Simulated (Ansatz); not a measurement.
Reactions of `[NH2][GeH2][CH2]O`.

Gas-phase electronic energies from Ansatz, PBE0-D4/def2-TZVP geometries. CBS: MP2 limit from def2 TZ/QZ plus the TZ coupled-cluster correction, frozen cores. This one scheme is used for every species. Functionals use def2-TZVPP. For Ge, Se outer-core shells are correlated without core-valence functions, which leaves a few kJ/mol of doubt a bond. Scalar relativity is left out up to krypton. Each species was taken in one conformer, which may not be the lowest.

| reaction | CCSD(T)/CBS(def2) (eV) |
| --- | --- |
| `[NH2][GeH2][CH2]O` + `S[SiH2]S` → `OCS[SiH2]S` + `[NH2][GeH3]` | 0.20 |
| `[NH2][GeH2][CH2]O` + `N[SiH2]S` → `N[SiH2][S][GeH2][NH2]` + CH₃OH | ? |
| `[NH2][GeH2][CH2]O` + H₂Se → `OC[SeH]` + `[NH2][GeH3]` | ? |
| `[NH2][GeH2][CH2]O` + H₂O → `[NH2][GeH2][OH]` + CH₃OH | -0.45 |
| `[NH2][GeH2][CH2]O` + `N[SiH](N)F` → `[NH2][GeH2][NH][SiH](N)F` + CH₃OH | -0.47 |
| `[NH2][GeH2][CH2]O` + `[NH2][GeH2][OH]` → `[NH2][GeH2][O][GeH2][NH2]` + CH₃OH | -0.80 |

Question: Fill in the missing values. (An estimate is asked.)

Answer: Ansatz gave: `[NH2][GeH2][CH2]O` + `N[SiH2]S` → `N[SiH2][S][GeH2][NH2]` + CH₃OH: -0.86 eV; `[NH2][GeH2][CH2]O` + H₂Se → `OC[SeH]` + `[NH2][GeH3]`: +0.26 eV.

Largest T1 diagnostic: 0.012, for `OCS[SiH2]S`.
